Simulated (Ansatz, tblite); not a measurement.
Removing an electron: Ge(vinyl)2H2 (C₄H₈Ge). The state is a singlet with charge 0. Geometry: PBE-D4/def2-SVP. Ansatz, gas phase; energy differences of separate SCF runs; the oxidised species was run as a doublet alone.

```xyz
13

Ge   -0.738    0.151    0.299
C    -0.096    0.761   -1.444
C    -0.670    0.407   -2.609
H     0.796    1.415   -1.461
H    -1.560   -0.246   -2.644
H    -0.282    0.753   -3.583
C     0.651   -0.873    1.219
C     1.173   -0.511    2.405
H     1.030   -1.784    0.720
H     0.829    0.392    2.942
H     1.966   -1.097    2.900
H    -1.998   -0.725    0.045
H    -1.101    1.357    1.211
```

The xTB rows come from tblite.

| level | −HOMO (eV) | vertical IE (eV) | −LUMO (eV) | HOMO–LUMO gap (eV) |
| --- | --- | --- | --- | --- |
| GFN1-xTB | 11.97 | 14.52 | 7.50 | 4.47 |
| PBE-D4/def2-TZVP | 6.60 | 9.24 | 1.56 | 5.04 |

(1) Estimate the rows for GFN2-xTB, PBE0-D4/def2-TZVP.

Answers

(1) 
| level | −HOMO (eV) | vertical IE (eV) | −LUMO (eV) | HOMO–LUMO gap (eV) |
| --- | --- | --- | --- | --- |
| GFN2-xTB | 10.85 | 13.51 | 6.38 | 4.46 |
| PBE0-D4/def2-TZVP | 7.71 | 9.50 | 0.57 | 7.13 |

Run but left out: HF/def2-TZVP (singlet: restricted singlet, unstable towards broken spin symmetry).  Raw xTB energy differences between charge states are shifted by several eV; the methods need an empirical correction for them.
